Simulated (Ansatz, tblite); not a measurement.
Spin states of the cluster Ge3O2, each relaxed with B3LYP-D4/def2-SVP in Ansatz. Electronic energies in the gas phase.

The xTB rows come from tblite. LC-ωPBE has ω = 0.4 bohr⁻¹. Correlated methods freeze 29 core orbitals; core or outer-core shells of Ge are correlated, in sets that lack core-valence functions. The rows differ in basis, and correlated rows in double-zeta sets carry the largest basis error. The structure comes from a short search, and lower isomers may exist.

Singlet geometry (C2v within 0.1 Å):

```xyz
5

Ge    0.7166    0.6547   -1.2423
Ge    0.7514    0.4418    1.2846
Ge   -1.1956   -0.9363    0.4234
O    -0.8495    0.8710   -0.1433
O     0.5771   -1.0313   -0.3225
```

Triplet geometry (D3h within 0.1 Å):

```tsv
atom	x (Å)	y (Å)	z (Å)
Ge1	-0.754	0.393	-1.344
Ge2	0.525	1.138	0.979
Ge3	0.229	-1.531	0.365
O4	-1.047	-0.018	0.582
O5	1.047	0.018	-0.582
```

Quintet geometry (C2v within 0.1 Å):

```xyz
5

Ge   -1.140   -0.494    0.579
Ge    1.616   -0.159    1.489
Ge    0.539    0.553   -1.132
O    -0.219   -1.133   -0.908
O    -0.797    1.233   -0.027
```

⟨S²⟩: triplet 2.01 at PBE0-D4/def2-TZVP (pure 2.00), quintet 6.01 at PBE0-D4/def2-TZVP (pure 6.00).

Run but left out: HF/STO-3G (singlet: restricted singlet, unstable in another Hartree–Fock run and untested here); HF/def2-TZVP (singlet: restricted singlet, unstable towards broken spin symmetry).

Only these spin states were relaxed. The triplet has other bonds than the singlet, so the gap mixes isomer and spin. The quintet has other bonds than the singlet, so the gap mixes isomer and spin.

**Question.** Estimate which spin state lies lowest at each of these levels, and by how much: GFN1-xTB; GFN2-xTB; HF/def2-SVP; PBE-D4/def2-TZVP; r2SCAN-D4/def2-TZVP; PBE0-D4/def2-TZVP; LC-ωPBE/def2-TZVP; ωB97X-V/def2-TZVP; MP2/def2-SVP; MP2/def2-TZVP; CCSD/def2-SVP; CCSD(T)/def2-SVP.

**Answer.** 
```csv
level,triplet − singlet (kJ/mol),quintet − singlet (kJ/mol),lowest of these,remarks
GFN1-xTB,169.2,342.8,singlet,–
GFN2-xTB,146.8,510.2,singlet,–
HF/def2-SVP,22.3,231.5,singlet,–
PBE-D4/def2-TZVP,91.0,326.1,singlet,–
r2SCAN-D4/def2-TZVP,80.7,314.5,singlet,–
PBE0-D4/def2-TZVP,81.0,318.7,singlet,–
LC-ωPBE/def2-TZVP,70.3,331.4,singlet,–
ωB97X-V/def2-TZVP,87.8,359.5,singlet,–
MP2/def2-SVP,96.8,357.0,singlet,–
MP2/def2-TZVP,104.9,371.0,singlet,restricted SCF unstable (singlet)
CCSD/def2-SVP,78.9,325.2,singlet,–
CCSD(T)/def2-SVP,88.4,335.5,singlet,–
```

Change of the quintet − singlet gap on mixing in exact exchange, in kJ/mol: PBE to PBE0 (25 % exact exchange) -7.3. The xTB methods have no spin-polarisation term.
